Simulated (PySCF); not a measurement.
HOSi, SMILES O=[SiH], multiplicity 2. The structure is a stationary point at PBE-D3(BJ)/def2-TZVPD. The isomer is the one that the SMILES or the coordinates give; other isomers of the formula were not compared.

The numbers are results of PBE-D3(BJ)/def2-TZVPD run with PySCF, not measurements.

Harmonic wavenumbers (cm⁻¹): 585, 1127, 1845. Rotational constants (GHz): 292.3, 19.40, 18.19; symmetry number 1.

Q: Work out the zero-point energy and the ideal-gas rigid-rotor harmonic-oscillator thermochemistry at 298.15 K and 1 atm.

A: ZPE = ½ Σ hcν = ½ × 3558 cm⁻¹ = 21.28 kJ/mol. H − E(el) = 31.70 kJ/mol. Entropy in J/(mol K): translation 156.25, rotation 78.17, vibration 2.24, spin 5.76, total 242.42. G − E(el) = -40.58 kJ/mol. Cp = 38.87 J/(mol K).
